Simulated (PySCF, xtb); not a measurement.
thionyl fluoride (F2OS), SMILES O=S(F)F.

GFN2-xTB in xtb 6.7.1 at its own geometry gives an orbital gap of 6.01 eV and a dipole moment of 3.65 D.

Geometry: B3LYP-D3(BJ)/def2-TZVP.

**Question.** What does HF/def2-TZVPD in PySCF give? (An estimate is asked for; the answer gives what the named calculation found.)

**Answer.** gap 15.09 eV (levels -13.67 and 1.42 eV), dipole 2.06 D.
